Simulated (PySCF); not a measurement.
TiF2I2, SMILES [F][Ti]([F])([I])[I], multiplicity 1.

Coordinates come from a B3LYP-D3(BJ)/def2-SVP optimisation. The spin state was assumed, not searched. The structure was generated by enumeration; whether it is a known compound was not checked. The def2 effective core potentials stand for the cores of I; spin–orbit coupling is left out.

Computed with PBE/def2-TZVP (PySCF).

Gas-phase values at a fixed geometry.

Question: Estimate the frontier levels, gap, dipole moment and polarisability. (Estimate from the structure and the level; the computed values follow.)

Answer: 
The highest occupied level is -6.98 eV. The lowest empty level is -4.42 eV, the orbital gap is 2.56 eV and the dipole moment is 0.69 D. The quadrupole, principal values (traceless, Buckingham form, about the centre of nuclear charge) is -3.48, -1.03, 4.50 D·Å and the mean static polarisability is 106.1 bohr³ (15.72 Å³). The polarisability, principal values comes out as 74.5, 93.5, 150.3 bohr³.
